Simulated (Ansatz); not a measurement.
Program: Ansatz. Geometries: PBE0-D4/def2-TZVP. ΔE: electronic, gas phase. CCSD(T)/CBS adds triple-zeta CCSD(T) − MP2 to the extrapolated MP2 energy (def2 sets, frozen cores). Functionals use def2-TZVPP. One conformer a species, not always the lowest.

`F[SiH](F)[SiH](Cl)Cl` + `CC[SiH3]` → `CC[SiH](Cl)Cl` + `F[SiH](F)[SiH3]`  (redistribution)

(1) Is it downhill or uphill in electronic energy at CCSD(T)/CBS, and by how much? (Estimate.)

(2) What do these levels give: LDA (SPW92), PBE-D4, revPBE-D4, PBE0, r2SCANh, r2SCAN0, BHLYP, CAM-B3LYP, MP2/def2-SVP, CCSD(T)/def2-SVP, SCS-MP2/def2-TZVPP, MP2/CBS(def2)? (Estimate.)

Largest T1 diagnostic among the species: 0.013.

Answers

(1) Computed: Downhill: ΔE = -6.1 kcal/mol.

(2) The calculation gave: LDA (SPW92) -6.5, PBE-D4 -5.5, revPBE-D4 -5.0, PBE0 -5.9, r2SCANh -6.2, r2SCAN0 -6.2, BHLYP -5.7, CAM-B3LYP -5.8, MP2/def2-SVP -6.8, CCSD(T)/def2-SVP -6.7, SCS-MP2/def2-TZVPP -5.8, MP2/CBS(def2) -6.1 kcal/mol.

Leaving LDA and LC-ωPBE aside and taking each functional with its dispersion term where it has one, the values, not all of them listed here, spread over 1.5 kcal/mol, from B97M-V to BLYP-D4. LDA lies −1.0 kcal/mol from PBE without D4.
